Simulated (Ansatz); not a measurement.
Gas-phase reaction in SMILES: [Cl][Sr][Cl] → [Sr]([Cl])[Cl] as doublet, charge -1 (an electron is taken up)

Property: adiabatic electron affinity (0 K, with zero-point energies), in eV. Positive where the reaction releases energy. Terms: def2 sets with scalar-relativistic core potentials past Kr; no spin-orbit coupling; open shells spin-unrestricted; STO-3G and 3-21G all-electron and non-relativistic; 6-31G* and kin with 6d, 5d where marked; dispersion terms only where a functional's name holds one; LANL2DZ with its own core potentials from Na on. First-principles rows: single points at B3LYP-D3(BJ) geometries (Ansatz, a quantum-chemistry and plane-wave program), with unscaled harmonic terms from B3LYP/6-31G* (LANL2DZ past Ar) (Ansatz) at its own minima. The spin state of an ion or metal species was assumed, not searched.

```json
[
 {"level": "PBE/STO-3G", "program": "Ansatz", "adiabatic electron affinity (0 K, with zero-point energies) (eV)": "-2.83"},
 {"level": "PBE/3-21G", "program": "Ansatz", "adiabatic electron affinity (0 K, with zero-point energies) (eV)": "1.68"},
 {"level": "PBE/LANL2DZ", "program": "Ansatz", "adiabatic electron affinity (0 K, with zero-point energies) (eV)": "1.66"},
 {"level": "PBE/def2-SVP", "program": "Ansatz", "adiabatic electron affinity (0 K, with zero-point energies) (eV)": "1.07"},
 {"level": "PBE/6-31G* with LANL2DZ past Ar", "program": "Ansatz", "adiabatic electron affinity (0 K, with zero-point energies) (eV)": "1.58"},
 {"level": "PBE/def2-TZVPD", "program": "Ansatz", "adiabatic electron affinity (0 K, with zero-point energies) (eV)": "1.20"}
]
```

No value to compare with is used here. The 5 habitual levels span -2.83 (PBE/STO-3G) to 1.68 eV (PBE/3-21G); PBE/def2-TZVPD gives 1.20.

The sets are all those run for this method; left out are runs that failed, that the program found above a lower state of the same kind, or whose <S^2> lies over 0.5 above the pure value.
